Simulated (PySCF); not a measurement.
Species: MnCl3 (quintet state).
Bonds: Mn1–Cl2, Mn1–Cl3, Mn1–Cl4.

Method: PBE0-D3(BJ)/def2-SVP geometry optimisation, gas phase (PySCF 2.14.0); unrestricted, density fitting, grid level 1; the optimiser is geomeTRIC in internal coordinates, started from a GFN2-xTB structure with every atom displaced at random (about 0.03 Å).

Step 0: E = -68856.9894 eV
```
atom  x, y, z in Å  |  force x, y, z in eV/Å
Mn1    -0.1256   -0.0756    0.0106   -1.813   5.124   0.053
Cl2     1.8228   -0.0346    0.0012    4.308   0.001  -0.017
Cl3    -0.8614    1.8884   -0.0357   -0.404   1.029   0.005
Cl4    -0.7525   -1.8686   -0.0066   -2.091  -6.154  -0.041
```

Step 1: E = -68857.8840 eV
```
atom  x, y, z in Å  |  force x, y, z in eV/Å
Mn1    -0.1337   -0.0417   -0.0363   -0.736   1.871  -0.024
Cl2     1.9221   -0.0404    0.0140    1.445  -0.026   0.030
Cl3    -0.9063    1.9565   -0.0199   -0.041   0.191  -0.021
Cl4    -0.7988   -1.9648    0.0117   -0.668  -2.036   0.015
```

**Question.** Estimate the geometry and energy of step 2. (The exact step hangs on the optimiser's Hessian estimate; all steps are aligned on step 1, rigid shifts and turns removed.)

**Answer.** E = -68858.0339 eV, largest force 0.783 eV/Å
```
atom  x, y, z in Å  |  force x, y, z in eV/Å
Mn1    -0.1473   -0.0269    0.0444   -0.263   0.732  -0.086
Cl2     1.9633   -0.0306   -0.0065    0.468  -0.008  -0.003
Cl3    -0.9113    1.9855   -0.0498    0.025  -0.001   0.059
Cl4    -0.8214   -2.0185   -0.0185   -0.230  -0.723   0.030
```

The energy changes by -0.1499 eV. The first-order estimate −F·Δx gives -0.2248 eV and the mean of the old and new forces, exact on a quadratic surface, -0.1464 eV. The step makes an angle of 56° with the force vector and moves no atom by more than 0.083 Å.

What follows is the cost of the whole optimisation. Time: 67 s of wall time; peak memory 0.39 GiB. Hardware: an Intel Xeon 6975P-C with one thread, shared host with 192 logical CPUs at a one-minute load of 93.
